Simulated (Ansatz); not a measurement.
C3H10N, charge +1, singlet, geometry from GFN2-xTB. Base run: Ansatz (a first-principles code) with CAM-B3LYP/def2-SV(P).

The Ansatz input:
Ansatz 0.2 input:
```yaml
crystal:
  periodic: [false, false, false]
  atoms:
    - {symbol: N, position_ang: [-0.00145735, -0.00078979, 0.34907080]}
    - {symbol: C, position_ang: [-0.00683148, 1.40360564, -0.09889597]}
    - {symbol: C, position_ang: [1.21940542, -0.69518278, -0.09852509]}
    - {symbol: C, position_ang: [-1.21129590, -0.70773025, -0.10870151]}
    - {symbol: H, position_ang: [-0.00247043, 1.44135056, -1.18709760]}
    - {symbol: H, position_ang: [0.87339726, 1.92496286, 0.27271406]}
    - {symbol: H, position_ang: [-0.89547623, 1.91583180, 0.26530846]}
    - {symbol: H, position_ang: [1.25459564, -0.71020410, -1.18671739]}
    - {symbol: H, position_ang: [1.22922597, -1.72074149, 0.26595109]}
    - {symbol: H, position_ang: [2.10574056, -0.18427709, 0.27308679]}
    - {symbol: H, position_ang: [-1.23721663, -0.72306702, -1.19714967]}
    - {symbol: H, position_ang: [-2.10593863, -0.20601809, 0.25545409]}
    - {symbol: H, position_ang: [-1.21357974, -1.73335144, 0.25572399]}
    - {symbol: H, position_ang: [-0.00574458, -0.00311317, 1.37596602]}
basis:
  gaussian:
    orbitals: def2-SV_P_.json
hamiltonian:
  xc: cam_b3lyp
total_charge: 1
```
The basis file holds def2-SV(P) in the JSON format of the Basis Set Exchange.

The base run was repeated with changes; each row names its change, and settings that it needs were set with it.

```csv
change,ΔE vs base (kcal/mol)
base,0.000
"point_charge = charge:1.0 position_ang:1.1435, 0.333, -5.0371",59.73
"point_charge = charge:0.5 position_ang:4.7168, -1.8499, 0.8065",32.52
"final_grid = 14, 28, 59",-0.001
accuracy = high,0.005
lower_state_search = light,0.000
fitting.mean_field = cc-pVTZ-JKFIT,-0.032
fitting.mean_field = def2-universal-JKFIT,-0.038
"final_grid = 4, 8, 17",___
lower_state_search = full,0.000
"final_grid = 6, 12, 29",0.001
```

**Question.** Fill in the missing entries.

**Answer.** 
- final_grid = 4, 8, 17, ΔE vs base (kcal/mol): 0.055
